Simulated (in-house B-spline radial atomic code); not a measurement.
Radial electron density of Sc IV (Sc3+), [Ne] 3s2 (3p1/2)1 (3p3/2)4 (7f7/2)1. Computed with a B-spline radial code for spherical atoms: Dirac-Hartree-Fock, average of the jj configuration, Fermi nucleus of rms radius 3.5459 fm.

Columns: r (bohr), 4πr²n(r) (electrons per bohr), bar.

```
 0.00308   0.6957 #
 0.00389    1.067 ##
 0.00492    1.625 ###
 0.00621     2.44 ####
 0.00786    3.627 ######
 0.00993    5.279 #########
  0.0126    7.559 #############
  0.0159    10.43 ##################
  0.0201    13.91 ########################
  0.0254    17.73 ##############################
  0.0321    21.36 ####################################
  0.0405    24.01 #########################################
  0.0513     24.9 ##########################################
  0.0648    23.64 ########################################
  0.0819    20.92 ####################################
   0.104    18.54 ################################
   0.131     18.7 ################################
   0.166    21.87 #####################################
   0.209    25.55 ###########################################
   0.265    25.86 ############################################
   0.334    20.76 ###################################
   0.423    12.76 ######################
   0.535    7.307 ############
   0.676    6.687 ###########
   0.854    7.932 #############
    1.08    7.215 ############
    1.37    4.312 #######
    1.73    1.649 ###
    2.18    0.397 #
    2.76  0.07131 
    3.49  0.01304 
    4.41 0.002019 
    5.57  0.03269 
    7.05  0.01573 
    8.91  0.01577 
    11.3  0.04553 
    14.2 0.004926 
      18   0.1034 
    22.8  0.04635 
    28.8 0.002784 
    36.4 2.037e-05 
      46 1.266e-08 
    58.1 2.561e-13
```

On this grid the curve has 6 maxima, near 0.0513, 0.265, 0.854, 5.57, 11.3, 18 bohr.

The 7f7/2 radial function P(r) = rR(r), positive near the nucleus, with its small component Q(r) (sign convention: Q ≈ (P' + κP/r)/2c):

```json
{"r (bohr)": "0.209", "P": "0.0005078", "Q": "-6.353e-06"}
{"r (bohr)": "0.334", "P": "0.002242", "Q": "-2.332e-05"}
{"r (bohr)": "0.535", "P": "0.008816", "Q": "-7.509e-05"}
{"r (bohr)": "0.854", "P": "0.02926", "Q": "-0.0002037"}
{"r (bohr)": "1.37", "P": "0.08084", "Q": "-0.0004527"}
{"r (bohr)": "2.18", "P": "0.1592", "Q": "-0.0008458"}
{"r (bohr)": "3.49", "P": "0.1038", "Q": "-0.0009304"}
{"r (bohr)": "5.57", "P": "-0.1808", "Q": "0.0002807"}
{"r (bohr)": "8.91", "P": "0.1256", "Q": "0.0002271"}
{"r (bohr)": "14.2", "P": "-0.07018", "Q": "-0.0003357"}
{"r (bohr)": "22.8", "P": "-0.2153", "Q": "0.0002729"}
{"r (bohr)": "36.4", "P": "-0.004513", "Q": "7.678e-06"}
```
